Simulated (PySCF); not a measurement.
Delta-SCF ions had no search for a lower state. Excitations are Tamm–Dancoff values on a coarser integration grid. The basis has no diffuse functions, so Rydberg states are missing or too high.

Cartesian coordinates (Å):
SMILES: C=C1C=C1
```xyz
8

C      1.4729    -0.0005    -0.1489
C      0.1469     0.0000    -0.0148
C     -1.1142     0.6422     0.2753
C     -1.1468    -0.6420    -0.0458
H      2.0063    -0.9071    -0.4318
H      2.0523     0.9061     0.0212
H     -1.6682     1.5328     0.5560
H     -1.7461    -1.5325    -0.2093
```
Charge 0, spin multiplicity 1.

Question: What T1 excitation (TDA), HOMO–LUMO gap, LUMO, dipole moment and vertical ionisation energy (Delta-SCF) does PySCF with PBE-D3(BJ)/def2-TZVP give?

Answer: 
* **T1 excitation (TDA)**: 2.86 eV
* **HOMO–LUMO gap**: 3.27 eV
* **LUMO**: -1.72 eV
* **dipole moment**: 2.04 D
* **vertical ionisation energy (Delta-SCF)**: 8.28 eV
